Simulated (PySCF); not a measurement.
Si(H)(F)(OH)(NH2), SMILES O[SiH](F)N, singlet (CAM-B3LYP/def2-SVP optimised geometry):

```
8

Si    -0.598    -0.725     0.000
N     -1.301    -1.445    -1.360
O     -1.029     0.865     0.000
F      1.029    -0.725     0.000
H     -0.983    -1.485     1.207
H     -1.515    -2.433    -1.411
H     -1.368    -0.976    -2.256
H     -0.402     1.485     0.387
```

Level of theory: CAM-B3LYP/def2-TZVP (PySCF).

What are the frontier orbital energies and the dipole moment?

HOMO-2 -11.64 eV, HOMO-1 -10.79 eV, HOMO -9.50 eV, LUMO 1.66 eV, LUMO+1 1.84 eV; dipole moment 0.86 D.

On the same geometry PBE/def2-TZVP (PySCF 2.14.0) gives HOMO-2 -8.30 eV, HOMO-1 -7.63 eV, HOMO -6.50 eV, LUMO 0.00 eV, LUMO+1 0.20 eV; dipole moment 0.90 D.

Meta-Löwdin charges at CAM-B3LYP/def2-TZVP: Si1 1.33, N2 -0.75, O3 -0.76, F4 -0.53, H5 -0.15, H6 0.25, H7 0.25, H8 0.36.
